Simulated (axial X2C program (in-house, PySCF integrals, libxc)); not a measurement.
**Worked dissociation energy of BBr⁻: MP2, scalar-relativistic**

Computed with an axial X2C code built on PySCF integrals. Spin-free means the one-electron spin-free X2C Hamiltonian. Basis: Br dyall-acv3z [9s10p7d5f1g], B dyall-av3z [8s7p3d2f] (cores contracted in-house); Gaussian nuclei, density fitting, unrestricted open shells. Masses: Br 78.918 u, B 11.009 u.

Molecular state: M_S = 1/2, Λ = 1 (beyond evenly filled blocks: π+α).

Correlated methods: 11 electrons correlated (number of frozen shells: Br 3 s, 2 p, 1 d; B 1 s), 253 virtual spin orbitals or spinors in MP2.

* E(Br-) (2M_S = 0, M_L = 0): -2604.768577 hartree
* E(B) (2M_S = 1, M_L = 0): -24.585758 hartree
* E(BBr⁻) at Re: -2629.400193 hartree
* ωe: 410.1 cm⁻¹
* ωexe: 5.04 cm⁻¹

(1) Work out De and D0.

The state is one determinant whose occupation by symmetry is held fixed; it was picked as the lowest of a PBE0 search that is not exhaustive. Dissociation energies refer to the lowest single-determinant-based atoms at the same level and basis.

Each atomic determinant is the lowest at this level and need not be a pure term. Totals compare only within one Hamiltonian and basis.

## Answers

(1) De = -2604.768577 + (-24.585758) − (-2629.400193) = 0.04586 hartree = 1.248 eV. The zero-point energy is ωe/2 − ωexe/4 = 204 cm⁻¹ = 0.025 eV, so D0 = 1.223 eV.
